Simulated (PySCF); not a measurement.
## Dipole response of Cr²⁺ (chromium, charge +2)

[Ar] 3d4, high-spin 5D determinant. Computed with PySCF 2.14 in aug-cc-pwCVTZ-DK, with scalar relativity by spin-free X2C-1e. Coupled (time-dependent) response in atomic units; α is the mean over directions.

```
method  mean α (bohr³)         α xx, yy, zz  C₆ (like pair)  S(−4)
  TPSS           4.580  4.256, 4.256, 5.227           13.80  14.34
```

S(−4) is the Cauchy moment in α(ω) = α(0) + S(−4) ω² + …

α(iu) at TPSS:

| u (hartree) | α(iu) (bohr³) |
| --- | --- |
| 0 | 4.580 |
| 0.0500 | 4.545 |
| 0.100 | 4.445 |
| 0.200 | 4.115 |
| 0.300 | 3.725 |
| 0.500 | 3.041 |
| 0.750 | 2.433 |
| 1.00 | 2.006 |
| 1.50 | 1.440 |
| 2.00 | 1.081 |
| 3.00 | 0.6666 |
| 5.00 | 0.3233 |

For an ion, C₆ is the dispersion term alone; charge-induced terms of lower order in 1/R come first.

The components differ because the open shell of this determinant is not spherical; for a pure term their mean is the scalar polarisability.
